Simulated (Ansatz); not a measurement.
Compare A (`CS[SiH2]O`) with its isomer B (`OCS[SiH3]`).

Computed with Ansatz on PBE0-D4/def2-TZVP structures; ΔE is electronic, products minus reactants. CCSD(T)/CBS is the MP2 limit (def2-TZVPP, def2-QZVPP) plus CCSD(T) − MP2 in def2-TZVPP, frozen cores. Functionals use def2-TZVPP. B3LYP here is the variant with VWN-RPA as its local correlation; programs differ in this. Each species was taken in one conformer, which may not be the lowest.

A:

```xyz
10

C     0.340   -1.275   -1.087
S     0.162    0.521   -1.311
Si    0.128    1.132    0.718
O    -1.166    0.557    1.558
H    -0.496   -1.684   -0.521
H     1.278   -1.511   -0.586
H     0.347   -1.719   -2.082
H     0.145    2.616    0.648
H     1.296    0.593    1.453
H    -2.034    0.770    1.212
```

B:

```xyz
10

O     0.9013   -0.0833    1.8890
C    -0.3837   -0.1307    1.3640
S    -0.5929   -1.2930   -0.0442
Si   -0.0193    0.0077   -1.6243
H     1.5061    0.2328    1.2113
H    -1.0346   -0.5135    2.1495
H    -0.7517    0.8538    1.0543
H     0.0147   -0.7997   -2.8666
H     1.3315    0.5846   -1.3669
H    -0.9714    1.1413   -1.7661
```

(1) Which isomer does CCSD(T)/CBS put lower? Give the gap. (Best estimate.)

(2) Give E(B) − E(A) in kcal/mol with CCSD/def2-TZVPP, B3LYP, CCSD(T)/def2-SVP, LDA (SPW92), PBE-D4, HF/def2-TZVPP, ωB97M-V. (An estimate is asked.)

(3) Does the order hold for the free energy at 298.15 K (harmonic terms from PBE0-D4)? (Estimate.)

Largest T1 diagnostic: 0.012.

Answers

(1) Computed: A, by 44.6 kcal/mol.

(2) The calculation gave: CCSD/def2-TZVPP 44.4, B3LYP 43.3, CCSD(T)/def2-SVP 38.2, LDA (SPW92) 40.1, PBE-D4 40.5, HF/def2-TZVPP 45.6, ωB97M-V 44.0. None reverses the order clearly.

(3) Computed: Yes: G(B) − G(A) = +43.5 kcal/mol, for one conformer each. Modes under 60 cm⁻¹, often nearly free rotors, make the harmonic entropy too high.

From PBE to PBE0 (25 % exact exchange), in def2-TZVPP and without D4, E(B) − E(A) moves by +1.6 kcal/mol. At CCSD(T), def2-SVP lies −6.4 kcal/mol from the extrapolated value and def2-TZVPP −0.8 kcal/mol.
